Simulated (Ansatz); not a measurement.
```yaml
atoms:
  - { symbol: P, position_ang: [0.0000, 0.0000, 0.1154] }
  - { symbol: H, position_ang: [0.0000, 1.0256, -0.8655] }
  - { symbol: H, position_ang: [0.0000, -3.0769, -2.8272] }
```

Basis set: pcseg-2 (spherical functions). Charge 0, multiplicity 2.

Computed with Ansatz (development build ahead of 0.2.0); each method stands on the lowest determinant of its kind that the runs found. Restricted functionals stand beside restricted open-shell atoms, which can lie above the unrestricted atoms usual in DFT and then raise those values.

The atomization energy at this shape (free ground-state atoms in the same class of orbitals less the molecule, no zero-point energy) of doublet PH2 in separate pieces:

```
               method  atomization energy
 ωB97X (unrestricted)        314.3 kJ/mol
r²SCAN (unrestricted)        314.5 kJ/mol
```

Question: What does r²SCAN (restricted open-shell) give?

Answer: 146.6 kJ/mol. Caution: charge can spread falsely over distant fragments. Caution for ωB97X (unrestricted), r²SCAN (unrestricted): the unrestricted determinant is a mixture of spin states. Caution for r²SCAN (restricted open-shell): an unrestricted determinant lies well below.

The shape needn't be a minimum at these levels.
